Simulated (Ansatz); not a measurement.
Molecule: CdCl$_{2}$, charge 0, multiplicity 3. The spin state was set by rule; other spins were not relaxed. SMILES of the parent species: [Cl][Cd][Cl]
Coordinates optimised at B3LYP-D3(BJ)/def2-TZVP (Ansatz, a quantum-chemistry and plane-wave program):
```xyz
3

Cd    -0.2511    -0.7978    -0.3811
Cl     1.3083     1.2867    -0.4263
Cl    -0.5993     0.9659     1.5023
```
Charge 0, spin multiplicity 3.

Property: atomisation energy (electronic, to ground-state atoms), in eV. Valence correlation only, unless marked. Open shells are spin-unrestricted. No spin-orbit coupling. Frozen are the shells of the preceding noble gas and the d and f shells that filled before the atom's block. Past Kr the def2 sets carry scalar-relativistic core potentials. The coupled-cluster limit lacks core correlation, which all-electron functionals hold. CBS(X,Y): correlation extrapolated as X^-3; Hartree-Fock from the larger set. [CCSD(T)-MP2]/basis is that difference in the basis named.

```tsv
level	program	atomisation energy (eV)
HF/def2-QZVPPD	Ansatz	1.53
```

**Question.** What does RI-MP2/CBS(def2-TZVPPD,def2-QZVPPD)+[CCSD(T)-MP2]/def2-TZVPPD (Ansatz) give?

**Answer.** 2.48 eV, so HF/def2-QZVPPD differs from it by -0.95 eV.
